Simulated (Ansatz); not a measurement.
Ansatz (a quantum-chemistry and plane-wave program) input (B3LYP-D3(BJ)/def2-TZVP):

Ansatz 0.2 input:
```yaml
crystal:
  periodic: [false, false, false]
  atoms:
    - {symbol: C, position_ang: [-0.44471233, 1.38367695, -0.47695586]}
    - {symbol: C, position_ang: [-0.22669298, -0.13151194, -0.29573281]}
    - {symbol: C, position_ang: [-1.51961736, -0.78356666, 0.19987150]}
    - {symbol: C, position_ang: [0.89093673, -0.41839337, 0.64299519]}
    - {symbol: N, position_ang: [2.20585314, -0.34273964, 0.16981448]}
    - {symbol: H, position_ang: [0.47047835, 1.85354257, -0.82831196]}
    - {symbol: H, position_ang: [-0.72281702, 1.83602733, 0.47202335]}
    - {symbol: H, position_ang: [-1.23717674, 1.57206569, -1.19864591]}
    - {symbol: H, position_ang: [0.02644701, -0.55104028, -1.27849447]}
    - {symbol: H, position_ang: [-1.39331737, -1.85965003, 0.29415892]}
    - {symbol: H, position_ang: [-2.33553748, -0.58878576, -0.49251635]}
    - {symbol: H, position_ang: [-1.79082590, -0.38357780, 1.17415934]}
    - {symbol: H, position_ang: [0.77026457, -0.17667746, 1.68589590]}
    - {symbol: H, position_ang: [2.31343638, -0.69474709, -0.77289582]}
    - {symbol: H, position_ang: [2.89375019, -0.72901134, 0.80157541]}
basis:
  gaussian:
    orbitals: def2-TZVP
hamiltonian:
  xc: b3lyp
  dispersion: d3bj
magnetization: {spin_polarized: true, initial_magnetization: 1}
relax: {f_tol: 0.002, max_steps: 150}
```

Output:

```
Functional definition: B3LYP
integrals: 0.13 GiB planned
1315 factors; their error is unknown
0.31 GiB of the device are held for the grids
1.18 GiB of device memory are held for the factors and their scratch space
mean field: 1.29 GiB planned
mean field evaluation 1: about -5787.3547 eV, gradient 5.8e1 eV
mean field evaluation 2: about -5774.3557 eV, gradient 7.6e1 eV
mean field evaluation 4: about -5802.3828 eV, gradient 3.7e0 eV
mean field evaluation 8: about -5802.4409 eV, gradient 6.5e-2 eV
mean field evaluation 16: about -5802.4097 eV, gradient 4.1e-4 eV
mean field -5802.40972142 eV, -213.2346242475 hartree, gradient 6.3e-5 eV, S^2 0.753752; 0 other end points of the search recorded, 0 dependent functions left out
the calculation of the forces begins
reference -5802.41001154 eV, -213.2346349092 hartree; 21, 20 occupied and 194, 195 virtual orbitals, 1315 factors
relax step   1: F+E_penalty+E_count = -5802.90304002 eV  Δ(F+E_penalty+E_count) = +0.000e0 eV  max|allowed force component| = 2.514e-1 eV/Å  Δτ_max = 0.0000 Å  (32 SCF iters, accepted)
these checks for a lower state are left out or cut short: starts, cluster_reference, orbital_swaps, neighbouring_geometries, increment
integrals: 0.13 GiB planned
1315 factors; their error is unknown
0.31 GiB of the device are held for the grids
1.18 GiB of device memory are held for the factors and their scratch space
mean field: 1.29 GiB planned
mean field -5802.42691258 eV, -213.2352560110 hartree, gradient 2.2e-5 eV, S^2 0.753723; 0 other end points of the search recorded, 0 dependent functions left out
the calculation of the forces begins
reference -5802.42720292 eV, -213.2352666808 hartree; 21, 20 occupied and 194, 195 virtual orbitals, 1315 factors
relax step   2: F+E_penalty+E_count = -5802.91834185 eV  Δ(F+E_penalty+E_count) = -1.530e-2 eV  max|allowed force component| = 1.353e-1 eV/Å  Δτ_max = 0.0546 Å  (33 SCF iters, accepted)
these checks for a lower state are left out or cut short: starts, cluster_reference, orbital_swaps, neighbouring_geometries, increment
integrals: 0.13 GiB planned
1315 factors; their error is unknown
0.31 GiB of the device are held for the grids
1.18 GiB of device memory are held for the factors and their scratch space
mean field: 1.29 GiB planned
mean field evaluation 32: about -5802.4317 eV, gradient 2.3e-5 eV
mean field -5802.43167064 eV, -213.2354308665 hartree, gradient 2.3e-5 eV, S^2 0.753702; 0 other end points of the search recorded, 0 dependent functions left out
the calculation of the forces begins
reference -5802.43196133 eV, -213.2354415494 hartree; 21, 20 occupied and 194, 195 virtual orbitals, 1315 factors
relax step   3: F+E_penalty+E_count = -5802.92314380 eV  Δ(F+E_penalty+E_count) = -4.802e-3 eV  max|allowed force component| = 7.612e-2 eV/Å  Δτ_max = 0.0596 Å  (32 SCF iters, accepted)
these checks for a lower state are left out or cut short: starts, cluster_reference, orbital_swaps, neighbouring_geometries, increment
integrals: 0.13 GiB planned
1315 factors; their error is unknown
0.31 GiB of the device are held for the grids
1.18 GiB of device memory are held for the factors and their scratch space
mean field: 1.29 GiB planned
mean field -5802.43107821 eV, -213.2354090952 hartree, gradient 9.3e-6 eV, S^2 0.753706; 0 other end points of the search recorded, 0 dependent functions left out
the calculation of the forces begins
reference -5802.43136961 eV, -213.2354198040 hartree; 21, 20 occupied and 194, 195 virtual orbitals, 1315 factors
relax step   4: F+E_penalty+E_count = -5802.92400521 eV  Δ(F+E_penalty+E_count) = -8.614e-4 eV  max|allowed force component| = 2.096e-1 eV/Å  Δτ_max = 0.0997 Å  (33 SCF iters, accepted)
these checks for a lower state are left out or cut short: starts, cluster_reference, orbital_swaps, neighbouring_geometries, increment
integrals: 0.13 GiB planned
1315 factors; their error is unknown
0.31 GiB of the device are held for the grids
1.18 GiB of device memory are held for the factors and their scratch space
mean field: 1.29 GiB planned
mean field -5802.43299769 eV, -213.2354796348 hartree, gradient 1.4e-5 eV, S^2 0.753694; 0 other end points of the search recorded, 0 dependent functions left out
the calculation of the forces begins
reference -5802.43328869 eV, -213.2354903287 hartree; 21, 20 occupied and 194, 195 virtual orbitals, 1315 factors
relax step   5: F+E_penalty+E_count = -5802.92604764 eV  Δ(F+E_penalty+E_count) = -2.042e-3 eV  max|allowed force component| = 6.135e-2 eV/Å  Δτ_max = 0.0331 Å  (33 SCF iters, accepted)
these checks for a lower state are left out or cut short: starts, cluster_reference, orbital_swaps, neighbouring_geometries, increment
integrals: 0.13 GiB planned
1315 factors; their error is unknown
0.31 GiB of the device are held for the grids
1.18 GiB of device memory are held for the factors and their scratch space
mean field: 1.29 GiB planned
mean field -5802.43322915 eV, -213.2354881409 hartree, gradient 1.2e-5 eV, S^2 0.753708; 0 other end points of the search recorded, 0 dependent functions left out
the calculation of the forces begins
reference -5802.43352024 eV, -213.2354988380 hartree; 21, 20 occupied and 194, 195 virtual orbitals, 1315 factors
relax step   6: F+E_penalty+E_count = -5802.92628287 eV  Δ(F+E_penalty+E_count) = -2.352e-4 eV  max|allowed force component| = 1.648e-2 eV/Å  Δτ_max = 0.0139 Å  (34 SCF iters, accepted)
these checks for a lower state are left out or cut short: starts, cluster_reference, orbital_swaps, neighbouring_geometries, increment
integrals: 0.13 GiB planned
1315 factors; their error is unknown
0.31 GiB of the device are held for the grids
1.18 GiB of device memory are held for the factors and their scratch space
mean field: 1.29 GiB planned
mean field -5802.43305455 eV, -213.2354817244 hartree, gradient 1.2e-5 eV, S^2 0.753698; 0 other end points of the search recorded, 0 dependent functions left out
the calculation of the forces begins
reference -5802.43334561 eV, -213.2354924204 hartree; 21, 20 occupied and 194, 195 virtual orbitals, 1315 factors
relax step   7: F+E_penalty+E_count = -5802.92629177 eV  Δ(F+E_penalty+E_count) = -8.910e-6 eV  max|allowed force component| = 1.393e-2 eV/Å  Δτ_max = 0.0142 Å  (34 SCF iters, accepted)
these checks for a lower state are left out or cut short: starts, cluster_reference, orbital_swaps, neighbouring_geometries, increment
integrals: 0.13 GiB planned
1315 factors; their error is unknown
0.31 GiB of the device are held for the grids
1.18 GiB of device memory are held for the factors and their scratch space
mean field: 1.29 GiB planned
mean field evaluation 64: about -5802.4325 eV, gradient 4.4e-1 eV
mean field -5802.43312410 eV, -213.2354842802 hartree, gradient 1.1e-5 eV, S^2 0.753706; 0 other end points of the search recorded, 0 dependent functions left out
the calculation of the forces begins
reference -5802.43341517 eV, -213.2354949767 hartree; 21, 20 occupied and 194, 195 virtual orbitals, 1315 factors
relax step   8: F+E_penalty+E_count = -5802.92631788 eV  Δ(F+E_penalty+E_count) = -2.610e-5 eV  max|allowed force component| = 2.539e-3 eV/Å  Δτ_max = 0.0073 Å  (34 SCF iters, accepted)
these checks for a lower state are left out or cut short: starts, cluster_reference, orbital_swaps, neighbouring_geometries, increment
integrals: 0.13 GiB planned
1315 factors; their error is unknown
0.31 GiB of the device are held for the grids
1.18 GiB of device memory are held for the factors and their scratch space
mean field: 1.29 GiB planned
mean field -5802.43314742 eV, -213.2354851373 hartree, gradient 1.1e-5 eV, S^2 0.753706; 0 other end points of the search recorded, 0 dependent functions left out
the calculation of the forces begins
reference -5802.43343848 eV, -213.2354958335 hartree; 21, 20 occupied and 194, 195 virtual orbitals, 1315 factors
relax step   9: F+E_penalty+E_count = -5802.92631917 eV  Δ(F+E_penalty+E_count) = -1.291e-6 eV  max|allowed force component| = 1.551e-3 eV/Å  Δτ_max = 0.0022 Å  (36 SCF iters, accepted)
integrals: 0.13 GiB planned
1315 factors; their error is unknown
0.31 GiB of the device are held for the grids
1.18 GiB of device memory are held for the factors and their scratch space
mean field: 1.29 GiB planned
mean field evaluation 96: about -5802.4332 eV, gradient 8.6e-4 eV
mean field -5802.43314742 eV, -213.2354851373 hartree, gradient 1.1e-5 eV, S^2 0.753706; 1 other end points of the search recorded, 0 dependent functions left out
the calculation of the forces begins
reference -5802.43343848 eV, -213.2354958335 hartree; 21, 20 occupied and 194, 195 virtual orbitals, 1315 factors
Total energy: -5802.92661023 eV, -213.2536195609 hartree
Atom 0 at    -0.395085     1.352085    -0.501858 Å, force    -0.000769    -0.000031    -0.000306 eV/Å
Atom 1 at    -0.246942    -0.167628    -0.288637 Å, force     0.000761    -0.000009     0.001551 eV/Å
Atom 2 at    -1.555594    -0.773360     0.220913 Å, force    -0.000118     0.000674    -0.000345 eV/Å
Atom 3 at     0.885320    -0.503701     0.626853 Å, force     0.000123    -0.000383    -0.000024 eV/Å
Atom 4 at     2.185745    -0.250643     0.181894 Å, force     0.000530     0.000165     0.000328 eV/Å
Atom 5 at     0.541273     1.789795    -0.849250 Å, force    -0.000214    -0.000789     0.000196 eV/Å
Atom 6 at    -0.666400     1.842081     0.436521 Å, force     0.000107    -0.000234    -0.000081 eV/Å
Atom 7 at    -1.174097     1.571341    -1.236870 Å, force     0.000063     0.000374    -0.000077 eV/Å
Atom 8 at    -0.028046    -0.612139    -1.270759 Å, force    -0.000041    -0.000006     0.000047 eV/Å
Atom 9 at    -1.479951    -1.857700     0.312781 Å, force     0.000276     0.000317    -0.000172 eV/Å
Atom 10 at    -2.383375    -0.540379    -0.451614 Å, force    -0.000261    -0.000278    -0.000025 eV/Å
Atom 11 at    -1.805300    -0.369434     1.205819 Å, force     0.000258     0.000078    -0.000159 eV/Å
Atom 12 at     0.740278    -0.396109     1.696458 Å, force    -0.000126     0.000027    -0.000427 eV/Å
Atom 13 at     2.363432    -0.518706    -0.776979 Å, force    -0.000155     0.000089    -0.001024 eV/Å
Atom 14 at     2.919211    -0.579893     0.791668 Å, force    -0.000433     0.000006     0.000518 eV/Å
Dipole moment:     0.202682    -0.106111    -0.066831 e Å
```

It need not be the lowest isomer of its formula.
